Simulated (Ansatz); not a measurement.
Series ZrX4: ωB97X-V/def2-TZVP single points in Ansatz on relaxed structures, gas phase. Core potentials for Zr, no spin–orbit coupling. Binding counts from free atoms in the multiplicity of their measured ground term, without zero-point energy. Names give formal oxidation states. The structures are stationary points that may keep the symmetry of their start.

Task: Estimate the order by gap (eV), lowest first.
A. ZrF4 (singlet)
B. Zr(OH)4 (ZrO4H4) (singlet)
C. ZrH4 (singlet)

Result: C (10.88), B (12.45), A (15.51).

In full:

| species | atoms | state | geometry | HOMO (eV) | LUMO (eV) | gap (eV) | binding per atom (eV) | point group (within 0.1 Å) |
| --- | --- | --- | --- | --- | --- | --- | --- | --- |
| ZrH4 | 5 | singlet | PBE-D4/def2-TZVP | -11.06 | -0.18 | 10.88 | 2.52 | Td |
| ZrF4 | 5 | singlet | PBE-D4/def2-SVP | -14.74 | 0.76 | 15.51 | 5.41 | Td |
| Zr(OH)4 (ZrO4H4) | 9 | singlet | PBE-D4/def2-SVP | -10.95 | 1.50 | 12.45 | 4.51 | Td |

The gap (eV) runs from 10.88 (ZrH4) to 15.51 (ZrF4).
